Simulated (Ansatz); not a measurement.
System: CBrF2, net charge 0, doublet state. It need not be the lowest isomer of its formula. SMILES: F[C](F)Br
Geometry: optimised at B3LYP-D3(BJ)/def2-TZVP (Ansatz, an electronic-structure program).

Property: vertical ionisation energy (to the singlet state of charge +1; each state is the SCF solution reached for its spin; for the singlet T1 is 0.025), in eV. Correlated levels leave the core frozen unless marked. Open shells are spin-unrestricted. No spin-orbit coupling. Frozen are the shells of the preceding noble gas and the d and f shells that filled before the atom's block. No relativistic terms. Basis-set limits of correlation are two-point, X^-3; Hartree-Fock from the larger set. The bracket is a focal-point correction in the basis named.

| level | program | vertical ionisation energy (eV) |
|---|---|---|
| PBE/def2-TZVPD | Ansatz | [?] |
| BHLYP/def2-TZVPD | Ansatz | 10.16 |
| B2PLYP/def2-TZVPD | Ansatz | 9.73 |
| RI-MP2/CBS(aug-cc-pVTZ,aug-cc-pVQZ)+[CCSD(T)-MP2]/aug-cc-pVDZ | Ansatz | [?] |

Fill in the missing entries.


- PBE/def2-TZVPD, vertical ionisation energy (eV): 9.46
- RI-MP2/CBS(aug-cc-pVTZ,aug-cc-pVQZ)+[CCSD(T)-MP2]/aug-cc-pVDZ, vertical ionisation energy (eV): 9.79
